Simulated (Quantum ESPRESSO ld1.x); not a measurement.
Results of a calculation; reference values are marked as such.
All-electron atom: the europium ion Eu59+ in [He] 2s2. Level of theory: scalar-relativistic Kohn-Sham, LDA (Slater exchange, Perdew-Zunger correlation), spin-polarised, spherical densities, point nucleus (ld1.x of Quantum ESPRESSO 7.5).

Normalised radial functions P(r) = r R(r), r in bohr:

r             1s       2s      2p
0.002327  2.5233   0.9257  0.0483
0.002865  2.9343   1.0717  0.0689
0.003556  3.4037   1.2354  0.0996
0.004413  3.9072   1.4057  0.1436
0.005477  4.4274   1.5728  0.2063
0.006744  4.9186   1.7164  0.2910
0.00837   5.3808   1.8261  0.4129
0.01039   5.7439   1.8661  0.5800
0.01279   5.9441   1.8038  0.7947
0.01587   5.9371   1.5935  1.0841
0.0197    5.6617   1.1953  1.4476
0.02445   5.0978   0.5827  1.8815
0.0301    4.3091  -0.2044  2.3453
0.03736   3.3203  -1.1704  2.8284
0.04637   2.2954  -2.1640  3.2360
0.05755   1.3872  -2.9982  3.4676
0.07085   0.7299  -3.4562  3.4322
0.08794   0.3062  -3.4289  3.0757
0.1091    0.0996  -2.8902  2.4323
0.1355    0.0236  -2.0295  1.6469
0.1668    0.0041  -1.1798  0.9434
0.207     0.0004  -0.5223  0.4188
0.2569    0.0000  -0.1694  0.1385
0.3163    0.0000  -0.0400  0.0338
0.3925    0.0000  -0.0056  0.0050
0.4872    0.0000  -0.0004  0.0004
0.6046    0.0000  0.0000  0.0000

1s: eigenvalue -54810 eV, 0 radial nodes, <r> = 0.0222 bohr, 90 % of the charge inside 0.0402 bohr. 2s: eigenvalue -13377.8 eV, 1 radial node at r = 0.0286 bohr, <r> = 0.0906 bohr, 90 % of the charge inside 0.139 bohr. 2p (empty): eigenvalue -12686.2 eV, 0 radial nodes, <r> = 0.0788 bohr, 90 % of the charge inside 0.127 bohr.
